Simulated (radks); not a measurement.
Question: Co XII, configuration [Ne] 3s2 3p4. Calculated with a radial shooting solver on a logarithmic mesh with Libxc functionals: non-relativistic Kohn-Sham, PBE, spin-polarised, spherical densities, point nucleus; open shells are filled with parallel spins first. Some entries of the table are withheld. Estimate them.

orbital  occ.  eigenvalue (hartree)  <r> (bohr)  r(max) (bohr)
1s up       1             -287.6091     0.05692        0.03750
1s down     1             -287.5566     0.05691        0.03750
2s up       1             -43.75980      0.2574         0.2156
2s down     1             -43.71897      0.2572         0.2157
2p up       3             -39.53493      0.2249         0.1729
2p down     3             -39.47445      0.2248         0.1730
3s up       1                   (1)      0.6907         0.6340
3s down     1                   (2)      0.6930         0.6345
3p up       3             -11.96099      0.6878         0.6237
3p down     1             -11.75752      0.6905         0.6242
3d up       0              -9.84505      0.6514         0.5408
3d down     0              -9.66742      0.6524         0.5378
4s up       0              -6.06968       1.411          1.384
4s down     0              -6.00289       1.420          1.391

Answer: 
(1) 3s up eigenvalue (hartree): -13.29426
(2) 3s down eigenvalue (hartree): -13.08787
